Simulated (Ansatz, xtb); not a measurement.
## Relative energy of two isomers of C2H8ClNSi2

Structure a is `C=N[Si@H](C)[SiH2]Cl`, a singlet and structure b is `N[SiH2]/C=C(\[SiH3])Cl`, a singlet. Both are isolated molecules in the gas phase, relaxed with r2SCAN-D4/def2-SVP, each in the lowest conformer that the search found.

**Question.** Which of the two would you expect CCSD(T)/def2-SVP + ΔMP2/def2-TZVPP electronic energies to favour?

**Answer.** Structure a; the calculation gives E(b) − E(a) = +1.195 eV.

Level by level:

```
                             level            geometry  E(b) − E(a) (eV)  departure from the last row (eV)  job, with rough time for the two
                          GFN2-xTB            GFN2-xTB              +0.921                            −0.274               optimisation, 0.6 s
                         HF/STO-3G            GFN2-xTB              +1.825                            +0.630               single point, 0.3 s
      r2SCAN-D4/def2-SVP//GFN2-xTB            GFN2-xTB              +1.169                            −0.026               single point, 3.2 s
                r2SCAN-D4/def2-SVP  r2SCAN-D4/def2-SVP              +1.266                            +0.071                optimisation, 55 s
                       HF/def2-SVP  r2SCAN-D4/def2-SVP              +1.455                            +0.260           part of the CCSD(T) run
                      MP2/def2-SVP  r2SCAN-D4/def2-SVP              +1.202                            +0.007           part of the CCSD(T) run
                  CCSD(T)/def2-SVP  r2SCAN-D4/def2-SVP              +1.235                            +0.040                      single point
CCSD(T)/def2-SVP + ΔMP2/def2-TZVPP  r2SCAN-D4/def2-SVP              +1.195                                                  single point, 35 s
```

As drawn, b has 1 C–Si, 1 C=C, 1 C–Cl, 2 N–H, 2 Si–H in place of 1 C=N, 1 Si–Si, 1 Cl–Si, 4 C–H.

None of the levels shown reverses the order. The largest departure from CCSD(T)/def2-SVP + ΔMP2/def2-TZVPP is that of HF/STO-3G, 0.630 eV. The last row adds to CCSD(T) the change of the MP2 difference between the two basis sets, here −0.040 eV.

With thermal terms from frequencies at re-optimised GFN2-xTB minima (ideal gas, soft modes damped towards free rotors, one conformer each, 298.15 K, 1 atm): the zero-point term adds −0.125 eV; ΔH is +1.066 and ΔG +1.089 eV.

The correlated steps freeze 18 core orbitals. Mirror images aren't counted in ΔG. Programs: Ansatz 0.2.0, xtb 6.7.1; the last row on 4 threads of Arm Neoverse V2 on a shared host.
